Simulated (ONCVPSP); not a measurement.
# Reading a pseudo-wave (iron)

Columns: radius, all-electron u(r) and pseudo u(r) of the 3p shell (level -59.92 eV) of iron in the configuration [Ne] 3s2 3p6 3d6 4s2; PBEsol, scalar-relativistic, ONCV scheme, ONCVPSP 4.0.1.

```
r (bohr)  all-electron  pseudo
   0.082       -0.4601  0.0418
   0.165       -0.5861  0.1618
   0.248       -0.2701  0.3401
   0.330        0.1786  0.5454
   0.413        0.5892  0.7518
   0.495        0.8860  0.9277
   0.578        1.0684  1.0577
   0.660        1.1504  1.1299
   0.742        1.1600  1.1473
   0.825        1.1198  1.1173
   0.908        1.0488  1.0525
   0.990        0.9622  0.9673
   1.072        0.8691  0.8728
   1.155        0.7745  0.7762
   1.238        0.6837  0.6840
   1.320        0.6001  0.6000
   1.402        0.5237  0.5236
   1.485        0.4540  0.4539
   1.568        0.3921  0.3920
   1.650        0.3381  0.3381
   1.733        0.2903  0.2903
   1.815        0.2492  0.2492
   1.898        0.2131  0.2131
   1.980        0.1823  0.1823
   2.062        0.1558  0.1557
   2.145        0.1327  0.1326
```

(1) How many radial nodes do the two functions have?

(2) At about which radius was the pseudo-wave matched?

(3) Is the pseudo-wave norm-conserving?

## Answers

(1) The all-electron 3p function has n − l − 1 = 1; the pseudo-wave has 0, since the states of the same l below it are removed with the core.

(2) 1.35 bohr. The columns agree to 0.0005 from 1.24 bohr on; several derivatives are matched, so the curves merge somewhat inside the radius.

(3) Yes: the ONCV scheme keeps the norm inside the radius equal to the all-electron one, which fixes the energy derivative of the logarithmic derivative at the level.
